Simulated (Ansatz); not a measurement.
Consider the formal exchange of groups at a B–S bond: `FB(F)S` + `C[SiH3]` → `C[SiH2]B(F)F` + H₂S.

Gas-phase electronic energies from Ansatz, PBE0-D4/def2-TZVP geometries. CCSD(T)/CBS adds triple-zeta CCSD(T) − MP2 to the extrapolated MP2 energy (def2 sets, frozen cores). This one scheme is used for every species. DFT in def2-TZVPP. Each species was taken in one conformer, which may not be the lowest.

```
       species  PBE0 energy (Eh)
      `FB(F)S`        -623.22956
     `C[SiH3]`        -331.05158
`C[SiH2]B(F)F`        -554.98734
           H₂S        -399.26243
```

**Question.** Work out ΔE.

**Answer.** ΔE = (-554.98734) + (-399.26243) − (-623.22956) − (-331.05158) = 0.03137 Eh = +82.4 kJ/mol. CCSD(T)/CBS gives +81.0 kJ/mol.

Largest T1 diagnostic among the species: 0.013.
